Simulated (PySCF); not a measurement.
**Spinor energies of Sm³⁴⁺ (samarium, charge +34)**

Start: [Ar] 3d10. Calculated with PySCF 2.14 in an uncontracted even-tempered set (18 s from 2.1 bohr⁻², ratio 2.6; 15 p from 2.8 bohr⁻², ratio 2.6; 10 d from 2.8 bohr⁻², ratio 2.6; 6 f from 2.8 bohr⁻², ratio 2.8): generalised Hartree-Fock with the X2C-1e Hamiltonian and a Gaussian nucleus; spin-orbit coupling (SO) screened by Boettger's factors.

| spinor shell | electrons | ε, screened SO (eV) | weight of nominal j (screened SO) | rms radius, screened SO (bohr) |
| --- | --- | --- | --- | --- |
| 1s1/2 | 2 | -48431.7 | 1.000 | 0.0259 |
| 2s1/2 | 2 | -9139.7 | 1.000 | 0.105 |
| 2p1/2 | 2 | -8724.6 | 1.000 | 0.0897 |
| 2p3/2 | 4 | -8114.6 | 1.000 | 0.0959 |
| 3s1/2 | 2 | -3012.0 | 1.000 | 0.267 |
| 3p1/2 | 2 | -2834.8 | 1.000 | 0.257 |
| 3p3/2 | 4 | -2703.2 | 1.000 | 0.269 |
| 3d3/2 | 4 | -2405.0 | 1.000 | 0.240 |
| 3d5/2 | 6 | -2376.5 | 1.000 | 0.243 |

| quantity | screened SO |
| --- | --- |
| E (hartree) | -9769.52951 |
| M_J | 0 |
| ⟨J²⟩ | 0.000 |
| ⟨L²⟩ | 0.028 |
| ⟨S²⟩ | 0.028 |

Breit and QED terms are absent; they matter most for the inner s and p1/2 levels.

Densities and radii are taken from the X2C orbitals without a picture-change correction, which distorts them close to the nucleus.
